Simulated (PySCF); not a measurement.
**NMR problem set**

Theoretical values (PySCF 2.14): GFN2-xTB structure, shielding tensors at PBE0/pcSseg-1 (GIAO). One averaged value for each set of equivalent atoms, non-relativistic, one computed conformer, in vacuum.

References, each an isolated molecule treated in the same way: $^{1}$H (σref 31.72) and $^{13}$C (σref 186.93) against TMS. Splittings of carbon signals by F and P are missing where no couplings were computed. Where no couplings were computed, multiplicities follow the n + 1 count of equivalent neighbours, and m marks all less simple cases (inequivalent or close neighbours, rings, F or P nearby). Shifts are as computed. Against solution values, carbons near 30 ppm lie about +3 ppm off and those near 130 ppm about +5 ppm. Of 1309 compounds with measured shifts, 239 miss one by over three times the rms of a fit or turn the order of signals round; such compounds aren't used in these exercises. OH and NH positions are gas-phase values without hydrogen bonding to other molecules.

(1) C₄H₅N₃. $^{1}$H NMR (400 MHz, computed): δ 9.02 (d, 1H), 8.90 (s, 1H), 6.45 (d, 1H), 3.58 (br s, 2H). $^{13}$C{$^{1}$H} NMR (computed): δ 153.7, 147.0, 142.3, 110.6. What is it?

(2) C₆H₇F₃. $^{1}$H NMR (300 MHz, computed): δ 4.73 (m, 1H), 2.40 (m, 2H), 1.94 (m, 2H), 1.75 (m, 1H), 1.61 (m, 1H). $^{13}$C{$^{1}$H} NMR (computed): δ 95.4 (CH), 93.3 (C), 38.4 (CH2), 31.0 (CH2). Identify the compound.

Answers

(1) `Nc1ccnnc1`. The formula gives 4 degrees of unsaturation (1 ring in the answer). 4 carbon signals for 4 carbons: no two carbons are equivalent. Carbon types of the structure: 1 × C, 3 × CH, leaving 2 H on heteroatoms. δC 153.7, 142.3: aromatic CH next to a ring nitrogen; the adjacent pyridine-type nitrogen withdraws density from it. δC 147.0: aromatic carbon bearing nitrogen; the electronegative substituent deshields the carbon that carries it. δC 110.6: aromatic CH; resonance donation from the substituent shields this position. δH 9.02, 8.90: hydrogen on an aromatic CH next to a ring nitrogen; ring current plus the neighbouring ring nitrogen.

The data come from this structure; uniqueness wasn't tested.

(2) `InChI=1S/C6H7F3/c7-4-5(8)1-2-6(4,9)3-5/h4H,1-3H2/t4-,5+,6-`. The formula gives 2 degrees of unsaturation (2 rings in the answer). 4 carbon signals for 6 carbons: some carbons are equivalent by symmetry or fast rotation. Carbon types of the structure: 2 × C, 1 × CH, 3 × CH2, which accounts for all hydrogens. δC 95.4: sp3 CH bonded to F; the inductive effect lowers its shielding. δC 93.3: fully substituted sp3 carbon bonded to F; deshielded by the electronegative neighbour. δC 38.4, 31.0: sp3 CH2 in a ring; aliphatic region, no heteroatom directly attached. δH 4.73: hydrogen on an sp3 CH bonded to F; its carbon carries F, which withdraws density.

This is the structure that produced the data.
